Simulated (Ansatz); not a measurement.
# Nudged elastic band run: CH4BFO

input.yaml

```yaml
crystal:
  periodic: [false, false, false]
  atoms:
    - { symbol: O, position_ang: [-1.242336, 0.750244, -0.167839] }
    - { symbol: C, position_ang: [0.114673, 0.431476, -0.013863] }
    - { symbol: B, position_ang: [0.367042, -1.107519, 0.075838] }
    - { symbol: F, position_ang: [-0.632373, -1.964362, 0.003981] }
    - { symbol: H, position_ang: [-1.327384, 1.706335, -0.218013] }
    - { symbol: H, position_ang: [0.574023, 0.877219, 0.897758] }
    - { symbol: H, position_ang: [0.754525, 0.803608, -0.846377] }
    - { symbol: H, position_ang: [1.48403, -1.554201, 0.212816] }
basis:
  gaussian: { orbitals: def2-SVP }
hamiltonian:
  xc: r2scanh
  dispersion: d4
neb:
  order_check: false
  images: 5
  f_tol: 0.05
  max_iterations: 60
  max_displacement: 0.5
  optimiser: lbfgs
  final_atoms:
    - { symbol: O, position_ang: [-0.97438721, 1.17164346, -0.32748777] }
    - { symbol: C, position_ang: [0.27074233, 0.57885225, -0.05416732] }
    - { symbol: B, position_ang: [0.295092, -0.97600547, 0.05486049] }
    - { symbol: F, position_ang: [-0.8630362, -1.62668602, 0.02778937] }
    - { symbol: H, position_ang: [-1.66096687, 0.56902803, -0.02320753] }
    - { symbol: H, position_ang: [0.72728871, 0.9656158, 0.88807257] }
    - { symbol: H, position_ang: [0.99619996, 0.88596124, -0.83093749] }
    - { symbol: H, position_ang: [1.30126727, -1.62560928, 0.20937868] }
  initial_path:
    images:
      - { positions_ang: [[-1.242336, 0.750244, -0.167839], [0.114673, 0.431476, -0.013863], [0.367042, -1.107519, 0.075838], [-0.632373, -1.964362, 0.003981], [-1.327384, 1.706335, -0.218013], [0.574023, 0.877219, 0.897758], [0.754525, 0.803608, -0.846377], [1.48403, -1.554201, 0.212816]] }
      - { positions_ang: [[-1.18702623, 0.75397705, -0.25807649], [0.14262419, 0.4487412, -0.05534472], [0.34527264, -1.09778704, 0.07623495], [-0.6699115, -1.95487246, -0.00824858], [-1.3582977, 1.61480285, -0.05431218], [0.55166926, 0.92721733, 0.86237824], [0.80479963, 0.79680516, -0.88470469], [1.46306972, -1.54608408, 0.26637449]] }
      - { positions_ang: [[-1.13171646, 0.75771009, -0.34831399], [0.17057538, 0.4660064, -0.09682645], [0.32350328, -1.08805509, 0.0766319], [-0.70745, -1.94538291, -0.02047815], [-1.3892114, 1.52327069, 0.10938863], [0.52931552, 0.97721567, 0.82699847], [0.85507425, 0.79000231, -0.92303239], [1.44210943, -1.53796716, 0.31993297]] }
      - { positions_ang: [[-1.07640669, 0.76144314, -0.43855148], [0.19852656, 0.4832716, -0.13830817], [0.30173392, -1.07832313, 0.07702885], [-0.7449885, -1.93589337, -0.03270773], [-1.4201251, 1.43173854, 0.27308945], [0.50696178, 1.027214, 0.79161871], [0.90534888, 0.78319947, -0.96136008], [1.42114915, -1.52985025, 0.37349146]] }
      - { positions_ang: [[-1.04240019, 0.89817658, -0.40153025], [0.22259849, 0.51513182, -0.11026122], [0.29951994, -1.04421724, 0.0696394], [-0.78433773, -1.83282425, -0.01254203], [-1.50040569, 1.14416837, 0.17432379], [0.58040409, 1.00668127, 0.82376999], [0.93563258, 0.81745339, -0.91788588], [1.38118852, -1.56176993, 0.3187872]] }
      - { positions_ang: [[-1.0083937, 1.03491002, -0.36450901], [0.24667041, 0.54699203, -0.08221427], [0.29730597, -1.01011136, 0.06224994], [-0.82368697, -1.72975514, 0.00762367], [-1.58068628, 0.8565982, 0.07555813], [0.6538464, 0.98614854, 0.85592128], [0.96591627, 0.85170731, -0.87441168], [1.34122789, -1.5936896, 0.26408294]] }
      - { positions_ang: [[-0.97438721, 1.17164346, -0.32748777], [0.27074233, 0.57885225, -0.05416732], [0.295092, -0.97600547, 0.05486049], [-0.8630362, -1.62668602, 0.02778937], [-1.66096687, 0.56902803, -0.02320753], [0.72728871, 0.9656158, 0.88807257], [0.99619996, 0.88596124, -0.83093749], [1.30126727, -1.62560928, 0.20937868]] }
```

Launched with:

```bash
$ ansatz run input.yaml --threads 1 --pin off --max-ram 2048MiB --backend cpu --events-out ev --progress --plain --runs-dir out
```

Output, in part (warnings, iteration lines, the closing report on the highest movable image, with atoms numbered from 0):

```
NEB end point (image 0): max|allowed force component| = 1.002e-2 eV/Å (the criterion of neb.relax_end_points is 1.000e-2)
NEB end point (image 6): max|allowed force component| = 1.838e-2 eV/Å (the criterion of neb.relax_end_points is 1.000e-2)
NEB iter   1: max|band force component| = 1.874e1 eV/Å  barrier→ = 2.2791 eV  barrier← = 2.3154 eV  Δτ_max = 0.3726 Å  (165 SCF iters)
NEB iter   2: max|band force component| = 1.095e1 eV/Å  barrier→ = 3.2182 eV  barrier← = 3.2546 eV  Δτ_max = 0.0978 Å  (142 SCF iters)
NEB iter   3: max|band force component| = 6.008e0 eV/Å  barrier→ = 1.9445 eV  barrier← = 1.9808 eV  Δτ_max = 0.2794 Å  (127 SCF iters)
NEB iter   4: max|band force component| = 2.365e1 eV/Å  barrier→ = 2.7286 eV  barrier← = 2.7650 eV  Δτ_max = 0.4305 Å  (127 SCF iters)
NEB iter   5: max|band force component| = 5.339e0 eV/Å  barrier→ = 3.4318 eV  barrier← = 3.4681 eV  Δτ_max = 0.0807 Å  (135 SCF iters)
NEB iter   6: max|band force component| = 5.761e0 eV/Å  barrier→ = 2.4666 eV  barrier← = 2.5029 eV  Δτ_max = 0.1023 Å  (125 SCF iters)
NEB iter   7: max|band force component| = 5.392e0 eV/Å  barrier→ = 1.2545 eV  barrier← = 1.2909 eV  Δτ_max = 0.5000 Å  (117 SCF iters)
NEB iter   8: max|band force component| = 5.960e2 eV/Å  barrier→ = 103.9288 eV  barrier← = 103.9651 eV  Δτ_max = 0.4957 Å  (132 SCF iters)
NEB iter   9: max|band force component| = 5.332e0 eV/Å  barrier→ = 1.2041 eV  barrier← = 1.2404 eV  Δτ_max = 0.0043 Å  (133 SCF iters)
NEB iter  10: max|band force component| = 5.270e0 eV/Å  barrier→ = 1.1550 eV  barrier← = 1.1913 eV  Δτ_max = 0.5000 Å  (93 SCF iters)
NEB iter  11: max|band force component| = 7.027e2 eV/Å  barrier→ = 117.3272 eV  barrier← = 117.3635 eV  Δτ_max = 0.4952 Å  (141 SCF iters)
NEB iter  12: max|band force component| = 5.185e0 eV/Å  barrier→ = 1.1009 eV  barrier← = 1.1373 eV  Δτ_max = 0.0049 Å  (133 SCF iters)
NEB iter  13: max|band force component| = 5.099e0 eV/Å  barrier→ = 1.0487 eV  barrier← = 1.0850 eV  Δτ_max = 0.4984 Å  (92 SCF iters)
NEB iter  14: max|band force component| = 6.067e2 eV/Å  barrier→ = 109.3694 eV  barrier← = 109.4057 eV  Δτ_max = 0.4924 Å  (140 SCF iters)
NEB iter  15: max|band force component| = 5.016e0 eV/Å  barrier→ = 0.9856 eV  barrier← = 1.0219 eV  Δτ_max = 0.0060 Å  (142 SCF iters)
NEB iter  16: max|band force component| = 4.930e0 eV/Å  barrier→ = 0.9251 eV  barrier← = 0.9615 eV  Δτ_max = 0.5000 Å  (101 SCF iters)
NEB iter  17: max|band force component| = 1.971e2 eV/Å  barrier→ = 36.3483 eV  barrier← = 36.3846 eV  Δτ_max = 0.4702 Å  (137 SCF iters)
NEB iter  18: max|band force component| = 4.362e0 eV/Å  barrier→ = 0.6639 eV  barrier← = 0.7003 eV  Δτ_max = 0.0254 Å  (136 SCF iters)
NEB iter  19: max|band force component| = 3.791e0 eV/Å  barrier→ = 0.4703 eV  barrier← = 0.5067 eV  Δτ_max = 0.2070 Å  (117 SCF iters)
NEB iter  20: max|band force component| = 1.312e1 eV/Å  barrier→ = 1.2980 eV  barrier← = 1.3343 eV  Δτ_max = 0.2573 Å  (128 SCF iters)
NEB iter  21: max|band force component| = 6.996e0 eV/Å  barrier→ = 1.6727 eV  barrier← = 1.7090 eV  Δτ_max = 0.0760 Å  (131 SCF iters)
NEB iter  22: max|band force component| = 4.319e0 eV/Å  barrier→ = 0.7393 eV  barrier← = 0.7756 eV  Δτ_max = 0.2700 Å  (123 SCF iters)
NEB iter  23: max|band force component| = 4.617e1 eV/Å  barrier→ = 6.7321 eV  barrier← = 6.7684 eV  Δτ_max = 0.2457 Å  (129 SCF iters)
NEB iter  24: max|band force component| = 3.665e0 eV/Å  barrier→ = 0.4923 eV  barrier← = 0.5286 eV  Δτ_max = 0.0189 Å  (126 SCF iters)
NEB iter  25: max|band force component| = 3.124e0 eV/Å  barrier→ = 0.3242 eV  barrier← = 0.3605 eV  Δτ_max = 0.1152 Å  (104 SCF iters)
NEB iter  26: max|band force component| = 6.099e0 eV/Å  barrier→ = 0.3911 eV  barrier← = 0.4274 eV  Δτ_max = 0.1163 Å  (126 SCF iters)
NEB iter  27: max|band force component| = 4.006e0 eV/Å  barrier→ = 0.3604 eV  barrier← = 0.3967 eV  Δτ_max = 0.0432 Å  (120 SCF iters)
NEB iter  28: max|band force component| = 1.436e0 eV/Å  barrier→ = 0.0714 eV  barrier← = 0.1077 eV  Δτ_max = 0.0325 Å  (110 SCF iters)
NEB iter  29: max|band force component| = 9.656e-1 eV/Å  barrier→ = 0.0693 eV  barrier← = 0.1056 eV  Δτ_max = 0.0115 Å  (106 SCF iters)
NEB iter  30: max|band force component| = 2.838e-1 eV/Å  barrier→ = 0.0693 eV  barrier← = 0.1057 eV  CI = image 2  Δτ_max = 0.0043 Å  (103 SCF iters)
NEB iter  31: max|band force component| = 2.753e-1 eV/Å  barrier→ = 0.0695 eV  barrier← = 0.1058 eV  CI = image 2  Δτ_max = 0.0424 Å  (93 SCF iters)
NEB iter  32: max|band force component| = 2.810e-1 eV/Å  barrier→ = 0.0709 eV  barrier← = 0.1072 eV  CI = image 2  Δτ_max = 0.0051 Å  (115 SCF iters)
NEB iter  33: max|band force component| = 1.679e-1 eV/Å  barrier→ = 0.0710 eV  barrier← = 0.1073 eV  CI = image 2  Δτ_max = 0.0015 Å  (96 SCF iters)
NEB iter  34: max|band force component| = 1.382e-1 eV/Å  barrier→ = 0.0711 eV  barrier← = 0.1074 eV  CI = image 2  Δτ_max = 0.0108 Å  (92 SCF iters)
NEB iter  35: max|band force component| = 1.040e-1 eV/Å  barrier→ = 0.0720 eV  barrier← = 0.1083 eV  CI = image 2  Δτ_max = 0.0049 Å  (116 SCF iters)
NEB iter  36: max|band force component| = 1.525e-1 eV/Å  barrier→ = 0.0724 eV  barrier← = 0.1087 eV  CI = image 2  Δτ_max = 0.0025 Å  (108 SCF iters)
NEB iter  37: max|band force component| = 8.032e-2 eV/Å  barrier→ = 0.0725 eV  barrier← = 0.1088 eV  CI = image 2  Δτ_max = 0.0014 Å  (95 SCF iters)
NEB iter  38: max|band force component| = 6.333e-2 eV/Å  barrier→ = 0.0726 eV  barrier← = 0.1089 eV  CI = image 2  Δτ_max = 0.0093 Å  (88 SCF iters)
NEB iter  39: max|band force component| = 1.191e-1 eV/Å  barrier→ = 0.0733 eV  barrier← = 0.1096 eV  CI = image 2  Δτ_max = 0.0018 Å  (115 SCF iters)
NEB iter  40: max|band force component| = 5.430e-2 eV/Å  barrier→ = 0.0733 eV  barrier← = 0.1097 eV  CI = image 2  Δτ_max = 0.0016 Å  (92 SCF iters)
NEB iter  41: max|band force component| = 4.529e-2 eV/Å  barrier→ = 0.0734 eV  barrier← = 0.1098 eV  CI = image 2  Δτ_max = 0.0000 Å  (213 SCF iters)
Total energy: -6534.50886670 eV, -240.1387716020 hartree
Atom 0 at    -1.158109     0.825789    -0.436161 Å, force    -0.021456    -0.017693     0.004722 eV/Å
Atom 1 at     0.164511     0.453798    -0.113175 Å, force     0.004930    -0.010373     0.002920 eV/Å
Atom 2 at     0.352861    -1.086910     0.088966 Å, force     0.002473     0.000307    -0.004368 eV/Å
Atom 3 at    -0.679585    -1.902511     0.001167 Å, force     0.008039    -0.016140     0.009347 eV/Å
Atom 4 at    -1.452361     1.497614     0.181432 Å, force     0.019423     0.052059    -0.018600 eV/Å
Atom 5 at     0.553937     0.954331     0.796728 Å, force    -0.017358    -0.016919     0.007438 eV/Å
Atom 6 at     0.876720     0.777002    -0.904650 Å, force    -0.007572     0.004353     0.012170 eV/Å
Atom 7 at     1.434227    -1.576313     0.329995 Å, force     0.011522     0.004405    -0.013631 eV/Å
Dipole moment:     0.237338     0.366882     0.273397 e Å
```

The run converged. Another band between the same ends (5 images) ends at a top of the same energy, where a vibrational analysis finds 1 clearly imaginary mode.

Final band (atoms are numbered from 1 in the order of the input):

```
image  path coordinate (Å)  energy (eV)  dihedral H5–O1–C2–H6 (°)
    0                 0.00        0.000                        59
    1                 0.31        0.029                        34
    2                 0.63        0.073                         3
    3                 0.94        0.060                       -27
    4                 1.25        0.012                       -55
    5                 1.58       -0.024                       -76
    6                 1.91       -0.036                       -98
```

Run time: 3.4 min on 1 thread of AMD EPYC 9R45 96-Core Processor (Zen 5), with other jobs on the host, peak memory 0.18 GiB.
